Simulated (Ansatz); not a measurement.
Ideal-gas functions of `[CH3][Al]1[BH][NH]1` at 400 K and 1 bar, from an Ansatz frequency run at PBE0-D4/def2-TZVP.

Molar mass 68.85 g/mol, point group Cs (symmetry number 1), electronic degeneracy 1, moments of inertia 20.881, 142.355, 160.101 u Å². Harmonic wavenumbers (cm⁻¹, unscaled): 53, 153, 154, 512, 578, 611, 651, 679, 767, 854, 895, 1087, 1211, 1275, 1436, 1443, 2641, 3044, 3124, 3142, 3524.

Use S(trans) = R[1.5 ln M + 2.5 ln T − 1.1517]; rotational temperatures θ = 24.2544 K / I; S(rot) = R[ln(√π/σ · √(T³/θAθBθC)) + 1.5]; for each mode x = 1.438777 ν̃/T, S = R[x/(eˣ − 1) − ln(1 − e⁻ˣ)] and H = RT x/(eˣ − 1); 1 cm⁻¹ = 0.0119627 kJ/mol; R = 8.31446 J/(mol·K).

Problem. By hand: the entropy, in J/(mol·K).

Solution. Translation 167.7. Rotation: θ = 1.1616, 0.1704, 0.1515 K, giving 106.5. Vibration, mode by mode: 22.11, 13.38, 13.33, 4.32, 3.58, 3.26, 2.91, 2.69, 2.10, 1.64, 1.45, 0.83, 0.58, 0.48, 0.29, 0.29, 0.01, 0.00, 0.00, 0.00, 0.00, in all 73.3. Electronic 0.0. Sum 347.5 J/(mol·K).

Problem. By hand: H − E and G − E in kJ/mol, counted from the electronic energy.

Solution. Zero-point energy ½ × 27834 × 0.0119627 = 166.5; thermal vibration 15.0; translation, rotation and pV give 4 RT = 13.3. H − E = 194.8 kJ/mol, and G − E = 194.8 − 400 × 347.5/1000 = 55.8 kJ/mol.

Vibration gives 21 % of the entropy, 22.1 J/(mol·K) of it from the mode under 150 cm⁻¹: soft modes count most, and the harmonic formula is weakest for them.
